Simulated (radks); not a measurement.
Question: Mg7+, 5 electrons, occupied as [He] 2s2 2p1. Calculated with a radial shooting solver on a logarithmic mesh with Libxc functionals: scalar-relativistic Kohn-Sham, LDA (Slater exchange, VWN5 correlation), spin-polarised, spherical densities, finite nucleus; open shells are filled with parallel spins first; Fermi nuclear charge, rms radius 3.057 fm. Some entries of the table are withheld. Estimate them.

| orbital | occ. | eigenvalue (hartree) | <r> (bohr) |
|---|---|---|---|
| 1s up | 1 | -55.38251 | (1) |
| 1s down | 1 | -55.28896 | (2) |
| 2s up | 1 | (3) | 0.5884 |
| 2s down | 1 | (4) | 0.5928 |
| 2p up | 1 | -9.03206 | 0.5221 |
| 2p down | 0 | -8.82632 | 0.5274 |

Answer: 
(1) 1s up <r> (bohr): 0.1306
(2) 1s down <r> (bohr): 0.1303
(3) 2s up eigenvalue (hartree): -9.95132
(4) 2s down eigenvalue (hartree): -9.77458
